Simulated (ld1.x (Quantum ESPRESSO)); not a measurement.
Ranking RRKJ potentials for Mg (Z = 12)

All share these settings but for the change named:

| Property | Result |
| --- | --- |
| Element | Mg |
| Generator | ld1.x (Quantum ESPRESSO) 7.5 |
| Type | norm-conserving RRKJ (Kleinman–Bylander form) |
| Functional | LDA (PZ) |
| Relativity | non-relativistic |
| Frozen core | [He] 2s2 |
| Valence charge | 8 |
| Reference configuration | 2p6 3s1 3p0 (charge +1) |
| Partial waves | 3s (bound): rc 2.05 bohr; 2p (bound): rc 1.20 bohr; 3d channel at 0.3 Ry: rc 2.05 bohr |
| Local potential | all-electron potential smoothed inside 1.25 bohr (lloc = -1) |
| Core correction | none |

Cutoff: the first of the cutoffs (Ry, on a coarse ladder) from which the occupation-weighted sum of valence levels, in a spherical-Bessel basis at the reference potential, stays within 10 and 1 mRy of its value at 400 Ry; the density cutoff is not measured.

The base gives 100 Ry.

Of 10 variants that were run, those that failed, showed a ghost or another fault, or gave nearly equal values are left out.

A variant can come out equal or close to the base.

**Question.** Rank these variants from softest to hardest (loose cutoff).
A. wave 2p (bound): rc 1.20 bohr becomes 2p (bound): rc 0.92 bohr
B. wave 2p (bound): rc 1.20 bohr becomes 2p (bound): rc 0.78 bohr
C. wave 2p (bound): rc 1.20 bohr becomes 2p (bound): rc 1.24 bohr
D. wave 2p (bound): rc 1.20 bohr becomes 2p (bound): rc 1.00 bohr
E. wave 2p (bound): rc 1.20 bohr becomes 2p (bound): rc 1.10 bohr

**Answer.** C (90 Ry), E (110 Ry), D (140 Ry), A (160 Ry), B (230 Ry).
